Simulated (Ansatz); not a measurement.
CH7OSbSi (`[SiH3]C[O][SbH2]`). Total charge 0; spin multiplicity 1. Correlated methods include outer-core shells of Sb, which these sets cover unevenly. Sb: def2 effective core potential.

Cartesian coordinates in Å:
```
Si -0.9317 -0.8544 1.0636
C 0.7895 -0.6477 0.3045
O 0.7146 -0.0337 -0.9725
Sb 0.6414 1.9401 -1.0559
H -1.7868 -1.7012 0.1934
H -0.8476 -1.4613 2.4212
H -1.5577 0.4940 1.1785
H 1.4416 -0.0968 0.9998
H 1.2587 -1.6293 0.1685
H 1.2468 1.9542 -2.6556
H -0.9689 2.0359 -1.6455
```

Task: Give the diagnostics of a CCSD(T)/def2-TZVPP run (frozen core, Ansatz). (Estimate.)

Result: The calculation gave: T1 = 0.0142, largest single amplitude 0.024, largest double 0.042, (T) share of the correlation energy 3.4 %, 10 CCSD cycles. The RHF solution is stable towards an unrestricted one. T1 lies under the customary mark of 0.02 for closed shells.
